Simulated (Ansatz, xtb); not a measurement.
**Two isomers of C4HFN2O**

We compare a, `N#Cc1ncc(F)o1`, a singlet, with b, `N#Cc1cnc(F)o1`, a singlet. Both are isolated molecules in the gas phase, relaxed with r2SCAN-D4/def2-SVP.

Quicker runs give these differences E(b) − E(a): GFN2-xTB −4.7 kcal/mol; HF/STO-3G −2.7 kcal/mol (at GFN2-xTB geometries); r2SCAN-D4/def2-SVP//GFN2-xTB −6.2 kcal/mol.

**Question.** Estimate E(b) − E(a) at the level CCSD(T)/def2-SVP + ΔMP2/def2-TZVPP.

**Answer.** Calculated at CCSD(T)/def2-SVP + ΔMP2/def2-TZVPP: E(b) − E(a) = −6.2 kcal/mol, so structure b lies lower.

How the difference moves with the method:

```json
{"level": "GFN2-xTB", "geometry": "GFN2-xTB", "E(b) − E(a) (kcal/mol)": "−4.7", "departure from the last row (kcal/mol)": "+1.5", "job, with rough time for the two": "optimisation, 0.2 s"}
{"level": "HF/STO-3G", "geometry": "GFN2-xTB", "E(b) − E(a) (kcal/mol)": "−2.7", "departure from the last row (kcal/mol)": "+3.5", "job, with rough time for the two": "single point, 0.53 s"}
{"level": "r2SCAN-D4/def2-SVP//GFN2-xTB", "geometry": "GFN2-xTB", "E(b) − E(a) (kcal/mol)": "−6.2", "departure from the last row (kcal/mol)": "0.0", "job, with rough time for the two": "single point, 3.5 s"}
{"level": "r2SCAN-D4/def2-SVP", "geometry": "r2SCAN-D4/def2-SVP", "E(b) − E(a) (kcal/mol)": "−6.1", "departure from the last row (kcal/mol)": "+0.1", "job, with rough time for the two": "optimisation, 48 s"}
{"level": "HF/def2-SVP", "geometry": "r2SCAN-D4/def2-SVP", "E(b) − E(a) (kcal/mol)": "−9.3", "departure from the last row (kcal/mol)": "−3.1", "job, with rough time for the two": "part of the CCSD(T) run"}
{"level": "MP2/def2-SVP", "geometry": "r2SCAN-D4/def2-SVP", "E(b) − E(a) (kcal/mol)": "−5.5", "departure from the last row (kcal/mol)": "+0.7", "job, with rough time for the two": "part of the CCSD(T) run"}
{"level": "CCSD(T)/def2-SVP", "geometry": "r2SCAN-D4/def2-SVP", "E(b) − E(a) (kcal/mol)": "−6.5", "departure from the last row (kcal/mol)": "−0.3", "job, with rough time for the two": "single point"}
{"level": "CCSD(T)/def2-SVP + ΔMP2/def2-TZVPP", "geometry": "r2SCAN-D4/def2-SVP", "E(b) − E(a) (kcal/mol)": "−6.2", "departure from the last row (kcal/mol)": "", "job, with rough time for the two": "single point, 1.9 min"}
```

As drawn, both hold the same kinds of bond in the same numbers.

The levels shown agree on the order. The largest departure from CCSD(T)/def2-SVP + ΔMP2/def2-TZVPP is that of HF/STO-3G, 3.5 kcal/mol. The last row adds to CCSD(T) the change of the MP2 difference between the two basis sets, here +0.3 kcal/mol.

With thermal terms from frequencies at re-optimised GFN2-xTB minima (ideal gas, soft modes damped towards free rotors, one conformer each, 298.15 K, 1 atm): the zero-point term adds +0.1 kcal/mol; ΔH is −6.1 and ΔG −6.0 kcal/mol.

The correlated steps freeze 8 core orbitals. Codes used: Ansatz 0.2.0, xtb 6.7.1; the last row on 2 threads of AMD EPYC 7R13 Processor (Zen 3) on a shared host.
